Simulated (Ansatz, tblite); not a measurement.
Isomers of Be₂F₅⁻ (singlet), found by a short tight-binding search and relaxed with PBE-D4/def2-SVPD in Ansatz.

The xTB rows come from tblite. B3LYP takes the VWN-RPA correlation. Correlated methods freeze 5 core orbitals.

Other spin states weren't relaxed.

A:

```tsv
atom	x (Å)	y (Å)	z (Å)
Be1	-0.0530	-0.9063	-1.2846
Be2	0.0492	0.9025	1.2879
F3	-1.2184	-0.7108	-2.1547
F4	-0.0243	-0.0278	0.0206
F5	0.7203	2.1923	1.0907
F6	1.0891	-1.8095	-1.4663
F7	-0.5630	0.3596	2.5064
```

B:

Cartesian coordinates in Å:
```
Be -0.152 0.016 1.505
Be 0.141 0.038 -1.506
F 0.538 0.910 2.442
F -0.923 -1.200 1.783
F -0.097 0.462 -0.007
F 1.208 -0.942 -1.730
F -0.715 0.717 -2.486
```

**Question.** Estimate their order by electronic energy at r2SCAN0-D4/def2-TZVPD, counted from the lowest.

**Answer.** B (0.00) < A (0.01), in eV. Gaps under about 2 kJ/mol are ties within the noise of geometry and basis.

**Question.** Do the other levels pick the same lowest one?

**Answer.** Not GFN1-xTB, GFN2-xTB. Energies above each level's lowest (eV):

```tsv
level	A	B
GFN1-xTB	0.00	0.05
GFN2-xTB	0.00	0.04
HF/def2-SVPD	0.00	0.00
PBE-D4/def2-TZVPD	0.01	0.00
r2SCAN-D4/def2-TZVPD	0.01	0.00
B3LYP-D4/def2-TZVPD	0.00	0.00
PBE0-D4/def2-TZVPD	0.01	0.00
r2SCAN0-D4/def2-TZVPD	0.01	0.00
MP2/def2-SVPD	0.01	0.00
CCSD/def2-SVPD	0.01	0.00
CCSD(T)/def2-SVPD	0.01	0.00
```
Point groups (tolerance 0.1 Å): A not assigned, B not assigned. A and B have the same bonds, so they are conformers or stereoisomers. Lower isomers may exist.
